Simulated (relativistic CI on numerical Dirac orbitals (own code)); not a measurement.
**d4 in a ligand field**

Computed with a parametric ligand-field model of a d^n configuration (Racah B and C, spin-orbit zeta, crystal field), exact diagonalisation.

Field parameters in Wybourne normalisation: Oh B⁴₀ = 21Dq, B⁴₄ = √(5/14) B⁴₀; Td as Oh with Dq negative (B⁴₀ = 21Dq, B⁴₄ = √(5/14) B⁴₀). The field is a parameter set, without covalency.

Task: Lowest levels for B = 400, C = 1880, ζ = 950 cm⁻¹, Oh, 10Dq = 25950 cm⁻¹?

Result: A1 0 (S 1.00), T1 685 (S 1.01), T2 1559 (S 0.99), E 1570 (S 1.00), T2 6833 (S 0.06), E 7263 (S 0.04), A1 14335 (S 0.05), A2 15749 (S 2.00), T2 15762 (S 1.99) cm⁻¹, with S from ⟨S²⟩ = S(S + 1). The ground level has 0.02 electrons in the cubic e pair.

Task: Lowest levels for B = 630, C = 3120, ζ = 270 cm⁻¹, Td, 10Dq = -7000 cm⁻¹?

Result: A1 0 (S 2.00), T1 15 (S 2.00), T2 28 (S 2.00), E 222 (S 2.00), T1 229 (S 2.00), T2 365 (S 2.00), A2 7164 (S 2.00), T2 7166 (S 2.00), E 7167 (S 2.00) cm⁻¹, with S from ⟨S²⟩ = S(S + 1). The ground level has 2.00 electrons in the cubic e pair.

Task: Lowest levels for B = 510, C = 1990, ζ = 850 cm⁻¹, Oh, 10Dq = 7900 cm⁻¹?

Result: A1 0 (S 1.90), T1 228 (S 1.94), E 415 (S 1.97), T2 513 (S 1.98), A2 617 (S 2.00), A1 4029 (S 1.13), T1 4491 (S 1.08), T2 4848 (S 1.00), E 4982 (S 1.03) cm⁻¹, with S from ⟨S²⟩ = S(S + 1). The ground level has 0.92 electrons in the cubic e pair; its S is far from a half-integer, so spin-orbit coupling mixes spin states.

Task: Lowest levels for B = 820, C = 3020, ζ = 250 cm⁻¹, Oh, 10Dq = 37400 cm⁻¹?

Result: A1 0 (S 1.00), T1 132 (S 1.00), T2 373 (S 1.00), E 373 (S 1.00), T2 9641 (S 0.00), E 10764 (S 0.00), A2 18458 (S 2.00), T2 18459 (S 2.00), E 18460 (S 2.00) cm⁻¹, with S from ⟨S²⟩ = S(S + 1). The ground level has 0.02 electrons in the cubic e pair.

Task: Lowest levels for B = 400, C = 1430, ζ = 610 cm⁻¹, Oh, 10Dq = 4800 cm⁻¹?

Result: A1 0 (S 1.94), T1 139 (S 1.96), E 256 (S 1.98), T2 320 (S 1.99), A2 388 (S 2.00), A1 3699 (S 1.07), T1 4079 (S 1.05), T2 4316 (S 1.02), E 4421 (S 1.02) cm⁻¹, with S from ⟨S²⟩ = S(S + 1). The ground level has 0.97 electrons in the cubic e pair.
